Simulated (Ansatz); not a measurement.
Cost and result for the atomization energy of F₂H₄O₂Si₂ (`O[Si@H](F)[Si@@H](O)F`) (10 atoms, 9 bonds).

```xyz
10

O    -1.146   -0.692    1.625
Si   -0.911    0.583    0.625
F    -0.617    1.918    1.460
Si    0.961    0.151   -0.744
O     0.593   -0.814   -2.012
F     1.988   -0.595    0.243
H    -0.380   -1.052    2.079
H    -2.199    0.775   -0.079
H     1.662    1.315   -1.327
H     0.049   -1.590   -1.870
```

The species carries charge 0 and has multiplicity 1. The geometry is a stationary point of PBE0-D4/def2-TZVP. It is one conformer, not always the lowest. Program: Ansatz. All runs use 4 threads of an Arm Neoverse V1 on a shared host. Times are those of one run each, without the atoms' runs, and a repeat can differ threefold. Electronic energies, without spin–orbit coupling; frozen cores. CCSD(T)/CBS adds CCSD(T) − MP2 in def2-TZVPP to the MP2 limit, and its time is that of the two runs behind it. T1 = 0.013. B3LYP takes the VWN-RPA correlation (the form of Gaussian; ORCA's B3LYP/G).

CCSD(T)/CBS is a level of theory with its own doubt, some kJ/mol a heavy atom from the limit and from the frozen cores, so smaller differences don't rank the functionals.

```
                             level  functions  wall time  atomization (kcal/mol)  difference from CCSD(T)/CBS  per bond
   PBE-D4/def2-TZVPP (with forces)        264      3.4 s                   937.3                          0.2       0.0
                PBE0-D4/def2-TZVPP        264      5.5 s                   914.7                        -22.4      -2.5
r2SCAN-D4/def2-TZVPP (with forces)        264      6.5 s                   930.6                         -6.5      -0.7
 B3LYP-D4/def2-TZVPP (with forces)        264      8.5 s                   922.9                        -14.2      -1.6
                 B2PLYP/def2-TZVPP        264       10 s                   918.6                        -18.5      -2.1
                ωB97X-V/def2-TZVPP        264       12 s                   933.3                         -3.8      -0.4
  ωB97M-V/def2-TZVPP (with forces)        264       17 s                   931.0                         -6.1      -0.7
                    MP2/def2-QZVPP        488       44 s                   954.3                         17.2       1.9
                CCSD(T)/def2-TZVPP        264    5.8 min                   905.7                        -31.4      -3.5
                 CCSD(T)/CBS(def2)          –    6.5 min                   937.1                          0.0       0.0
```

From PBE to PBE0 (25 % exact exchange), in def2-TZVPP and without D4, the atomization energy moves by −21.8 kcal/mol: exact exchange takes away binding that semilocal exchange gives to molecules. The D4 term adds +8.5 kcal/mol with B3LYP and +4.5 kcal/mol with PBE0; it sums over pairs of atoms, weighted by their polarisabilities, and B3LYP, whose exchange is more repulsive, gets the larger term. In def2-TZVPP, CCSD(T) changes the Hartree–Fock value by +234.1 kcal/mol (the triples alone add +13.9 kcal/mol) and MP2 by +263.5 kcal/mol; breaking electron pairs costs correlation energy, which Hartree–Fock lacks.
